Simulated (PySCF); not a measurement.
H₆SiSn, SMILES [SiH3][SnH3]. The structure is a stationary point at B3LYP-D3(BJ)/def2-TZVP. The def2 effective core potentials stand for the cores of Sn; spin–orbit coupling is left out.

Computed with PySCF with B3LYP-D3(BJ)/def2-TZVP.

Harmonic wavenumbers (cm⁻¹): 89, 302, 319, 319, 538, 538, 670, 731, 731, 878, 952, 952, 1907, 1912, 1912, 2214, 2229, 2229. Rotational constants (GHz): 37.16, 2.788, 2.788; symmetry number 3.

Task: Work out the zero-point energy and the ideal-gas rigid-rotor harmonic-oscillator thermochemistry at 298.15 K and 1 atm.

Result: ZPE = ½ Σ hcν = ½ × 19421 cm⁻¹ = 116.17 kJ/mol. H − E(el) = 133.54 kJ/mol. Entropy in J/(mol K): translation 171.47, rotation 93.47, vibration 42.38, total 307.32. G − E(el) = 41.91 kJ/mol. Cp = 88.18 J/(mol K). Modes under 150 cm⁻¹ make the vibrational entropy uncertain.
